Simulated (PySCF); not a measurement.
## Vibration and rotation of InSn⁺

UHF-CCSD(T) constants of InSn⁺, ³Π (triplet), unpaired electrons σ ↑, π ↑ (PySCF, scalar-relativistic core potentials, basis sets In cc-pVDZ-PP with ECP28, Sn cc-pVDZ-PP with ECP28; masses 114.9039 and 119.9022 u):

| Property | Result |
| --- | --- |
| ωe | 78.8 cm⁻¹ |
| ωexe | 0.29 cm⁻¹ |
| Be | 0.025667 cm⁻¹ |
| αe | 0.000130 cm⁻¹ |
| D (centrifugal) | 1.09e-08 cm⁻¹ |
| De to In⁺ + Sn | 0.71 eV |

Question: Give the vibrational terms G(v) and spacings up to v = 6.

Answer: G(v) = ωe(v+½) − ωexe(v+½)².

```tsv
v	G(v) (cm⁻¹)	G(v) − G(v−1)	Bv (cm⁻¹)
0	39.3		0.02560
1	117.5	78.2	0.02547
2	195.2	77.6	0.02534
3	272.2	77.1	0.02521
4	348.7	76.5	0.02508
5	424.6	75.9	0.02495
6	499.9	75.3	0.02482
```

Question: How well does the Morse estimate ωe²/(4ωexe) reproduce De, and what is D0?

Answer: It gives 0.66 eV, 93 % of the computed De. D0 = De − G(0) = 0.71 − 0.00 = 0.71 eV.

Correlated steps freeze 8 core orbitals. Correlated levels converge slowly with the basis: in double zeta they bind strong bonds too weakly, by up to about 1 eV, and carry superposition errors of some tenths. These are scalar-relativistic numbers at best; spin–orbit coupling would shift them, the dissociation energy most. For an ion De counts to the pair picked by the measured ionisation energies or electron affinities, which need not be the lowest pair at this level. The state is the lowest determinant that a PBE0 search found; another state may lie lower at other levels.
